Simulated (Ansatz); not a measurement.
SnTe₂⁺ was relaxed with PBE0-D4 (def2-SVP) in Ansatz in these states: charge +1 doublet, charge +1 quartet. The geometries follow in no particular order.

In the def2 sets Sn, Te take a core potential; there is no spin–orbit coupling.

A:

| atom | x (Å) | y (Å) | z (Å) |
| --- | --- | --- | --- |
| Sn1 | -1.361 | -1.406 | -0.213 |
| Te2 | 0.168 | 1.350 | -0.885 |
| Te3 | 1.194 | 0.056 | 1.098 |

B:

| atom | x (Å) | y (Å) | z (Å) |
| --- | --- | --- | --- |
| Sn1 | -0.438 | 1.053 | -1.215 |
| Te2 | -0.448 | 0.226 | 1.500 |
| Te3 | 0.886 | -1.279 | -0.285 |

Problem. Judge from the bond lengths which geometry belongs to which state (an estimate).

Solution. A is the charge +1 quartet (Sn1–Te3 3.222 Å, Sn1–Te2 3.222 Å, Te2–Te3 2.580 Å); B is the charge +1 doublet (Sn1–Te3 2.838 Å, Sn1–Te2 2.838 Å, Te2–Te3 2.689 Å).

At PBE0-D4/def2-TZVP a doublet lies 2.01 eV below the charge +1 quartet. These are the stationary points nearest to one start from a short search; other shapes may lie lower in each state.
